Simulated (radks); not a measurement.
Species: Ar IV. Configuration: [Ne] 3s2 3p3 (the NIST ground configuration).

Method: Dirac Kohn-Sham, LDA (Slater exchange, Perdew-Wang correlation), spin-unpolarised, spherical densities, finite nucleus; open shells fill j = l - 1/2 first; Fermi nuclear charge, rms radius 3.4274 fm; computed with a radial shooting solver on a logarithmic mesh with Libxc functionals.

Energy parts (eV):
| part | energy |
|---|---|
| total | -14275.166 |
| kinetic | 14354.578 |
| electron-nucleus | -33433.637 |
| Hartree | 5564.567 |
| exchange-correlation | -760.672 |

Orbitals (lengths in bohr, moments of r in powers of bohr; r(max) is where P^2 peaks; r(90%) holds 90 % of the orbital's charge):
| orbital | occ. | eigenvalue (eV) | r(90%) | <r^2> | <r^4> | r(max) |
|---|---|---|---|---|---|---|
| 1s1/2 | 2 | -3159.665 | 0.153 | 0.009935 | 0.0002544 | 0.05620 |
| 2s1/2 | 2 | -343.8749 | 0.648 | 0.2041 | 0.07460 | 0.3393 |
| 2p1/2 | 2 | -279.4947 | 0.621 | 0.1745 | 0.06437 | 0.2789 |
| 2p3/2 | 4 | -277.2536 | 0.625 | 0.1766 | 0.06579 | 0.2808 |
| 3s1/2 | 2 | -65.4596 | 1.92 | 1.912 | 5.754 | 1.130 |
| 3p1/2 | 2 | -50.1534 | 2.11 | 2.251 | 8.359 | 1.191 |
| 3p3/2 | 1 | -49.8998 | 2.12 | 2.269 | 8.489 | 1.197 |

The highest occupied level is 3p3/2 at -49.900 eV. The electron density at the nucleus is 4312 e/bohr^3.
